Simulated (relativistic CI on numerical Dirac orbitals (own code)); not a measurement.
**Ligand-field terms of d8**

Computed with a parametric ligand-field model of a d^n configuration (Racah B and C, spin-orbit zeta, crystal field), exact diagonalisation.

Field parameters in Wybourne normalisation: Oh B⁴₀ = 21Dq, B⁴₄ = √(5/14) B⁴₀; Td as Oh with Dq negative (B⁴₀ = 21Dq, B⁴₄ = √(5/14) B⁴₀). The field is a parameter set, without covalency.

**Question.** Lowest levels for B = 310, C = 1460, ζ = 1550 cm⁻¹, Oh, 10Dq = 28550 cm⁻¹?

**Answer.** T2 0 (S 1.00), E 5328 (S 0.02), A1 10319 (S 0.02), E 27905 (S 1.00), T1 28028 (S 0.99), T2 28840 (S 0.98), A2 29557 (S 1.00), T2 32006 (S 0.94), E 32521 (S 0.99) cm⁻¹, with S from ⟨S²⟩ = S(S + 1). The ground level has 2.01 electrons in the cubic e pair.

**Question.** Lowest levels for B = 450, C = 1830, ζ = 660 cm⁻¹, Oh, 10Dq = 35500 cm⁻¹?

**Answer.** T2 0 (S 1.00), E 7217 (S 0.00), A1 13911 (S 0.00), E 35303 (S 1.00), T1 35321 (S 1.00), T2 35666 (S 1.00), A2 35864 (S 1.00), T2 40559 (S 0.98), E 40657 (S 1.00) cm⁻¹, with S from ⟨S²⟩ = S(S + 1). The ground level has 2.00 electrons in the cubic e pair.

**Question.** Lowest levels for B = 790, C = 3890, ζ = 680 cm⁻¹, Oh, 10Dq = 6100 cm⁻¹?

**Answer.** T2 0 (S 1.00), E 5792 (S 1.00), T1 5978 (S 1.00), T2 6447 (S 1.00), A2 6605 (S 1.00), A1 9510 (S 1.00), T1 10105 (S 1.00), E 10822 (S 0.94), T2 10989 (S 1.00) cm⁻¹, with S from ⟨S²⟩ = S(S + 1). The ground level has 2.02 electrons in the cubic e pair.

**Question.** Lowest levels for B = 460, C = 2380, ζ = 120 cm⁻¹, Oh, 10Dq = 23950 cm⁻¹?

**Answer.** T2 0 (S 1.00), E 8387 (S 0.00), A1 15633 (S 0.00), E 23919 (S 1.00), T1 23920 (S 1.00), T2 23981 (S 1.00), A2 24012 (S 1.00), T2 29081 (S 1.00), E 29084 (S 1.00) cm⁻¹, with S from ⟨S²⟩ = S(S + 1). The ground level has 2.00 electrons in the cubic e pair.

**Question.** Lowest levels for B = 940, C = 4800, ζ = 150 cm⁻¹, Td, 10Dq = -5650 cm⁻¹?

**Answer.** A1 0 (S 1.00), T1 106 (S 1.00), E 314 (S 1.00), T2 324 (S 1.00), T1 4994 (S 1.00), E 5002 (S 1.00), T2 5058 (S 1.00), A2 5102 (S 1.00), T2 10683 (S 1.00) cm⁻¹, with S from ⟨S²⟩ = S(S + 1). The ground level has 3.89 electrons in the cubic e pair.
